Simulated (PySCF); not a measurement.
**Electron correlation in Al⁺ (aluminium, charge +1)**

[Ne] 3s2, closed-shell 1S. Calculation: PySCF 2.14, in x2c-QZVPPall (9s6p4d2f1g, 70 functions); the spin-free X2C one-electron Hamiltonian (Gaussian nucleus). Frozen: 1s2; 10 electrons correlated.

```
  level  correlation energy (mhartree)
   CCSD                        -209.45
    (T)                          -2.51
CCSD(T)                        -211.96
```

Diagnostics: T1 = 0.0076, D1 = 0.0217, largest double amplitude 0.100.

Cost of the coupled-cluster step: of the order of 5 core-seconds, for 10 correlated electrons.

Iterations:

```
CC2 = 0
CCSD nocc = 5, nmo = 69
frozen orbitals [0]
max_cycle = 100
direct = 0
conv_tol = 1e-08
conv_tol_normt = 1e-06
diis_space = 8
diis_start_cycle = 0
Init t2, MP2 energy = -242.310573168078  E_corr(MP2) -0.198882311067631
Init E_corr(CCSD) = -0.198882311076272
cycle = 1  E_corr(CCSD) = -0.204350788399119  dE = -0.00546847732  norm(t1,t2) = 0.0421727
cycle = 2  E_corr(CCSD) = -0.207653066621939  dE = -0.00330227822  norm(t1,t2) = 0.0186425
cycle = 3  E_corr(CCSD) = -0.209458146472662  dE = -0.00180507985  norm(t1,t2) = 0.00871481
cycle = 4  E_corr(CCSD) = -0.209482404559622  dE = -2.4258087e-05  norm(t1,t2) = 0.000677236
cycle = 5  E_corr(CCSD) = -0.209450579862218  dE = 3.18246974e-05  norm(t1,t2) = 0.000130528
cycle = 6  E_corr(CCSD) = -0.20945300762122  dE = -2.427759e-06  norm(t1,t2) = 2.16459e-05
cycle = 7  E_corr(CCSD) = -0.209452851394083  dE = 1.56227137e-07  norm(t1,t2) = 3.71308e-06
cycle = 8  E_corr(CCSD) = -0.209452709826552  dE = 1.41567531e-07  norm(t1,t2) = 7.01502e-07
cycle = 9  E_corr(CCSD) = -0.20945271642301  dE = -6.59645885e-09  norm(t1,t2) = 9.70182e-08
CCSD converged
E(CCSD) = -242.3211435734331  E_corr = -0.2094527164230104
CCSD(T) correction = -0.00250662186873813
```

This basis was not built for core-valence correlation, so the inner-shell part is incomplete.
